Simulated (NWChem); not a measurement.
System: CH4O3Si; SMILES O=C(O)[SiH2]O

```xyz
9

O      1.3345    -0.9395     0.0000
C      0.1286    -0.8418     0.0000
O     -0.6825    -1.8988     0.0000
Si    -0.6697     0.9126     0.0000
O      0.6709     1.8856     0.0000
H     -0.1218    -2.6953     0.0000
H     -1.5065     1.0876     1.2188
H     -1.5065     1.0876    -1.2188
H      1.4761     1.3462     0.0000
```
Atoms are numbered in this order, from 1.

Results from NWChem. Coordinates come from a PBE0/def2-SVP optimisation. Level: PBE0/def2-SVP with SMD (1 M gas to 1 M solution), gas-phase geometry. Reactions with the solvent are ignored.

For solvent toluene:

| Property | Result |
|---|---|
| solvation free energy (kcal/mol) | -3.5 |
| cavity-dispersion-structure term (kcal/mol) | -1.4 |
| dipole in solution (D) | 2.10 |

What are these values for solvent water?


| Property | Value |
|---|---|
| solvation free energy (kcal/mol) | -6.0 |
| cavity-dispersion-structure term (kcal/mol) | 4.5 |
| dipole in solution (D) | 2.53 |
